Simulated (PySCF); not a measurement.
A structure optimised at PBE-D3(BJ)/def2-SVP, used in a PySCF frequency run:

```
W
O 1 1.7150
N 1 1.7602 2 107.67
H 3 1.0267 1 146.70 2 0.00
Cl 1 2.2933 2 108.87 3 -116.12
Cl 1 2.2933 2 108.87 3 116.12
```
Charge 0, spin multiplicity 1.

### Question
Write its SMILES, formula and point group.

### Answer
[NH]=[W](=[O])([Cl])[Cl], Cl₂HNOW, Cs

### Question
What are its rotational constants (standard atomic weights)?

### Answer
2.6379, 1.5251, 1.2681 GHz
